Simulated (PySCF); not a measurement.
Ti(H)3(OSiH3) (H6OSiTi), SMILES [SiH3][O][TiH3], multiplicity 1.

The structure is a stationary point at B3LYP-D3(BJ)/def2-SVP. The geometry has at least one imaginary mode, so it is a saddle point at that level. The multiplicity is an assumed one; no other spin state was optimised. The structure was generated by enumeration; whether it is a known compound was not checked.

The numbers are results of PBE/def2-TZVPD in PySCF, not measurements.

The molecule is in vacuum.

The total energy is -1217.38342 hartree and the point group is C3. The highest occupied level is -7.03 eV, the lowest empty level is -3.66 eV and the orbital gap is 3.37 eV. The dipole moment is 1.80 D. The quadrupole, principal values (traceless, Buckingham form, about the centre of nuclear charge) comes out as -1.98, -1.98, 3.97 D·Å. The mean static polarisability comes out as 80.9 bohr³ (11.99 Å³) and the polarisability, principal values comes out as 73.0, 73.0, 96.7 bohr³.
